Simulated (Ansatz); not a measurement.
Basis-set extrapolation for CH5BO2, SMILES `CB(O)O` (PBE0-D4/def2-TZVP geometry, frozen core, Ansatz 0.2.0). Multiplicity 1, RHF reference.

```json
{"": "HF", "cc-pV(T+d)Z": "-215.397837", "cc-pV(Q+d)Z": "-215.414229"}
{"": "MP2 correlation", "cc-pV(T+d)Z": "-0.760303", "cc-pV(Q+d)Z": "-0.816466"}
{"": "CCSD(T) correlation", "cc-pV(T+d)Z": "-0.811157", "cc-pV(Q+d)Z": "-0.863085"}
```

Energies in hartree. Use E(X) = E(∞) + A·exp(−5.46·√X) for Hartree–Fock and E(X) = E(∞) + B·X^(−3.05) for correlation, with X = 3 and 4.

Question: What is the CCSD(T) energy at the basis-set limit?

Answer: HF limit: -215.414229 + (-0.016392) × 0.30130 = -215.41917. Correlation limit: -0.863085 + (-0.051928) × 0.71189 = -0.90005. Total: -216.31922 hartree, 289.4 kJ/mol below CCSD(T)/cc-pV(T+d)Z.
